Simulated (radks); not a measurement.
Values are calculated unless marked as measured or tabulated.
How relativity changes the ionisation of neutral dysprosium ([Xe] 4f10 6s2) to Dy+ ([Xe] 4f10 6s1). Spin-unpolarised spherical Kohn-Sham, PBEsol, point nucleus unless stated (finite: rms radius 5.2218 fm), a radial shooting solver on a logarithmic mesh with Libxc functionals. A level marked "c x" has the speed of light scaled by that factor and shares open shells by 2j + 1; other Dirac levels either fill j = l - 1/2 first or share by 2j + 1.

| level | E(Dy) (hartree) | E(Dy+) (hartree) | IE (eV) | HOMO | <r> HOMO (bohr) |
|---|---|---|---|---|---|
| non-rel. | -11641.0955 | -11640.8812 | 5.830 | 6s | 4.383 |
| scalar-rel. | -12153.2416 | -12153.0119 | 6.251 | 4f | 0.8817 |
| scalar-rel., finite nucleus | -12152.1636 | -12151.9339 | 6.250 | 4f | 0.8817 |
| Dirac, 2j+1 shares | -12164.2065 | -12163.9767 | 6.254 | 4f7/2 | 0.8929 |
| Dirac, low j first | -12164.2617 | -12164.0320 | 6.251 | 4f7/2 | 0.8958 |
| Dirac, 2j+1 shares, finite nucleus | -12163.1215 | -12162.8917 | 6.253 | 4f7/2 | 0.8929 |
| Dirac, c x 0.85 | -12404.5388 | -12404.3000 | 6.499 | 4f7/2 | 0.9295 |
| Dirac, c x 3 | -11693.3264 | -11693.1108 | 5.867 | 6s1/2 | 4.355 |
| Dirac, c x 5 | -11659.7529 | -11659.5382 | 5.843 | 6s1/2 | 4.373 |

NIST Atomic Spectra Database: 5.939 eV (measured). The relativistic part of the total energy of Dy is -522 hartree (Dirac, 2j+1 shares, finite nucleus), 4.5 % of the non-relativistic value. Spin polarisation and multiplet splitting of open shells are left out at every level.

Beside tabulated values, note that relativity, absent from the non-relativistic runs, is large for the heavy elements, and spin-unpolarised runs miss the spin-polarisation part of the exchange energy of open shells.
